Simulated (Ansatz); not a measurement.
The cluster Ti₂S⁺, relaxed as a doublet with UKS r2SCAN-D4/def2-TZVP in Ansatz, starting from the GFN1-xTB geometry. Force threshold 0.02 eV/Å.

The charge 1 doublet is spin-contaminated (final ⟨S²⟩ up to 2.20, 0.75 for a pure state). The relaxation made no stability test and no search for a lower SCF solution. At r2SCAN-D4/def2-TZVP a quartet of charge 1 lies 0.07 eV below the doublet, each at its own geometry. The structure comes from a short search, and lower isomers may exist.

Start:

```xyz
3

Ti   -0.1751    0.2633    2.0916
Ti    0.7528   -0.4824   -0.3087
S    -0.5777    0.2191   -1.7830
```

```csv
step,energy (eV),largest force component (eV/Å),SCF passes
1,-57054.5273,1.194,83
2,-57054.8594,0.663,60
3,-57055.2041,0.977,53
4,-57055.6430,1.103,45
5,-57056.1207,0.888,45
6 (rejected),-57056.1037,2.093,53
7,-57056.2537,0.162,48
8,-57056.2570,0.064,42
9,-57056.2573,0.021,39
10,-57056.2573,0.006,27
```

Force components are those of the run's own axes.

End:

```xyz
3

Ti   -0.450    0.379    1.399
Ti    1.147   -0.736   -0.488
S    -0.697    0.357   -0.911
```

Bonds formed: Ti1–S3 (atoms count from 1).

No frequencies were taken in this run, so the end may be a saddle point.

It took 45 s on 4 threads of Arm Neoverse V2 on a shared host.
